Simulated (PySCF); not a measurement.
Telling isomers of C9H11OP apart by NMR

PySCF calculation with shielding tensors at PBE0/pcSseg-1 (GIAO) and geometry: GFN2-xTB; fast rotation and ring inversion assumed for equivalent nuclei, no relativistic terms, one conformer, gas phase.

Shifts are taken against calculated references (same method and geometry level): 1H (31.72 ppm), 13C (186.93 ppm) vs TMS. Splittings of carbon signals by F and P are missing where no couplings were computed. Where no couplings were computed, multiplicities follow the n + 1 count of equivalent neighbours, and m marks all less simple cases (inequivalent or close neighbours, rings, F or P nearby). Shifts are as computed. Against solution values, carbons near 30 ppm lie about +3 ppm off and those near 130 ppm about +5 ppm. Of 1211 compounds with measured shifts, 218 miss one by over three times the rms of a fit or turn the order of signals round; such compounds aren't used in these exercises.

(1) Tabulate the signals of `COc1cc(C2CC2)ccp1`, `C=CC1C=CP(C(C)=O)C=C1`, `Cc1cc(C=O)c(C)pc1C` and their relative energies.

(2) What is the quickest way to tell C=CC1C=CP(C(C)=O)C=C1 from Cc1cc(C=O)c(C)pc1C?

(3) What is the quickest way to tell COc1cc(C2CC2)ccp1 from C=CC1C=CP(C(C)=O)C=C1?

(4) What is the quickest way to tell COc1cc(C2CC2)ccp1 from Cc1cc(C=O)c(C)pc1C?

Answers

(1) 
```json
{"SMILES": "COc1cc(C2CC2)ccp1", "carbon types": "2×C 4×CH 2×CH2 1×CH3", "δC": "204.9, 160.6, 154.8, 128.1, 125.2, 59.6, 21.2, 14.9", "δH": "8.82 (m, 1H), 7.71 (m, 1H), 6.93 (m, 1H), 4.17 (s, 3H), 1.79 (m, 1H), 1.12 (m, 2H), 0.76 (m, 2H)", "E rel. (kcal/mol)": "26.0"}
{"SMILES": "C=CC1C=CP(C(C)=O)C=C1", "carbon types": "1×C 6×CH 1×CH2 1×CH3", "δC": "223.5, 142.7, 139.7, 131.6, 118.9, 50.4, 33.8", "δH": "6.88 (m, 2H), 6.64 (m, 2H), 5.63 (m, 1H), 5.28 (m, 1H), 5.05 (m, 1H), 3.60 (m, 1H), 2.48 (m, 3H)", "E rel. (kcal/mol)": "40.5"}
{"SMILES": "Cc1cc(C=O)c(C)pc1C", "carbon types": "4×C 2×CH 3×CH3", "δC": "194.2, 186.9, 182.0, 146.2, 139.4, 138.6, 26.1, 24.4, 22.9", "δH": "10.87 (m, 1H), 8.47 (m, 1H), 3.19 (m, 3H), 2.72 (m, 3H), 2.54 (s, 3H)", "E rel. (kcal/mol)": "0.0"}
```

Energies are electronic energies at PBE0/pcSseg-1 on these geometries, without zero-point or thermal terms, each for the one conformer computed, which needn't be the lowest.

(2) Count the carbon signals: 7 against 9. The first has a terminal =CH2 carbon at 118.9 ppm, the second a substituted aromatic carbon (C) at 146.2 ppm. Their most deshielded carbons lie at 223.5 and 194.2 ppm. In the proton spectra the most deshielded non-exchanging signals are 6.88 (m, 2H) and 10.87 (m, 1H).

(3) Count the carbon signals: 8 against 7. The first has a substituted aromatic carbon (C) at 154.8 ppm, the second a terminal =CH2 carbon at 118.9 ppm. Their most deshielded carbons lie at 204.9 and 223.5 ppm. In the proton spectra the most deshielded non-exchanging signals are 8.82 (m, 1H) and 6.88 (m, 2H).

(4) Count the carbon signals: 8 against 9. The first has a three-membered-ring carbon (CH) at 21.2 ppm, the second a methyl carbon on an aromatic ring (CH3) at 22.9 ppm. Their most deshielded carbons lie at 204.9 and 194.2 ppm. In the proton spectra the most deshielded non-exchanging signals are 8.82 (m, 1H) and 10.87 (m, 1H).
